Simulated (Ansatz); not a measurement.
Reactions of C3H9FSn (`[CH3][Sn]([CH3])([CH3])[F]`).

Calculated with Ansatz (gas phase, PBE0-D4/def2-TZVP geometries, no zero-point term in ΔE). CBS: MP2 limit from def2 TZ/QZ plus the TZ coupled-cluster correction, frozen cores. This one scheme is used for every species, atoms too. For atomizations the MP2-based limit and the directly extrapolated one differ by several kJ/mol either way, and by 10 to 25 for some Ge, Se and Sn compounds, so smaller differences from it don't rank the levels. Functionals use def2-TZVPP. No spin–orbit coupling; open shells (•) take unrestricted orbitals. Spin–orbit coupling would lower the free atoms: a little for C, F; strongly for Sn. def2 core potentials past Kr. For Br, Sn outer-core shells are correlated without core-valence functions, so the limit isn't a true one: a few kJ/mol of doubt a bond, and 10 to 20 or more in all where bonds break to atoms. Scalar relativity is left out up to krypton.

```
                                                                reaction  CCSD(T)/CBS(def2) (kcal/mol)
                   `[CH3][Sn]([CH3])([CH3])[F]` → 3 C• + F• + 9 H• + Sn•                             ?
`[CH3][Sn]([CH3])([CH3])[F]` + HBr → `[CH3][Sn]([CH3])([CH3])[Br]` + H–F                         -13.4
                  `[CH3][Sn]([CH3])([CH3])[F]` → ethane + `[CH3][Sn][F]`                          13.4
  `[CH3][Sn]([CH3])([CH3])[F]` + HCl → `[CH3][Sn]([CH3])([F])[Cl]` + CH₄                         -28.9
```

(1) Fill in the missing values. (Estimate.)

Largest T1 diagnostic: 0.015, for `[CH3][Sn][F]`.

Answers

(1) The calculation gave: `[CH3][Sn]([CH3])([CH3])[F]` → 3 C• + F• + 9 H• + Sn•: +1215.4 kcal/mol.
